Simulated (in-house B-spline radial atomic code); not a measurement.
Orbital energies and mean radii along the 33-electron series, configuration [Ar] 3d10 4s2 4p3. The effective charge is n√(-2ε), a non-relativistic measure. Computed with an all-electron radial atomic-structure program (B-spline basis): non-relativistic Hartree-Fock, average of the configuration, point nuclei.

This level leaves out relativity, spin-orbit splitting included, which matters for heavy ions.

```tsv
ion	Z	energy of 4s (Eh)	mean radius of 4s (bohr)	energy of 3s (Eh)	mean radius of 3s (bohr)	energy of 4p (Eh)	mean radius of 4p (bohr)	energy of 3p (Eh)	mean radius of 3p (bohr)	effective charge of 4s
Yb37+	70	-63.689	0.45901	-135.37	0.22946	-60.744	0.45645	-128.24	0.21963	45.145
Lu38+	71	?	?	?	?	?	?	?	?	?
Hf39+	72	?	?	?	?	?	?	?	?	?
Ta40+	73	-72.614	0.43365	-152.46	0.21834	-69.463	0.43031	-144.93	0.20863	48.204
W41+	74	-75.715	0.42582	-158.39	0.21487	-72.494	0.42227	-150.71	0.2052	49.223
Re42+	75	-78.878	0.41827	-164.42	0.2115	-75.589	0.41452	-156.61	0.20188	50.24
Os43+	76	-82.104	0.41099	-170.57	0.20824	-78.746	0.40706	-162.61	0.19867	51.258
Ir44+	77	-85.393	0.40396	-176.83	0.20508	-81.966	0.39987	-168.73	0.19556	52.274
Pt45+	78	-88.745	0.39717	-183.19	0.20201	-85.248	0.39293	-174.96	0.19255	53.29
```

Question: Fill in the row of Lu38+.

Answer: energy of 4s (Eh): -66.601; mean radius of 4s (bohr): 0.45022; energy of 3s (Eh): -140.95; mean radius of 3s (bohr): 0.22563; energy of 4p (Eh): -63.587; mean radius of 4p (bohr): 0.44738; energy of 3p (Eh): -133.69; mean radius of 3p (bohr): 0.21584; effective charge of 4s: 46.165.

Question: Fill in the row of Hf39+.

Answer: energy of 4s (Eh): -69.576; mean radius of 4s (bohr): 0.44178; energy of 3s (Eh): -146.65; mean radius of 3s (bohr): 0.22193; energy of 4p (Eh): -66.494; mean radius of 4p (bohr): 0.43868; energy of 3p (Eh): -139.25; mean radius of 3p (bohr): 0.21217; effective charge of 4s: 47.185.

Question: How does the screening of 4s change?

Answer: Z less the effective charge goes from 24.86 at Z = 70 to 24.71 at Z = 78.
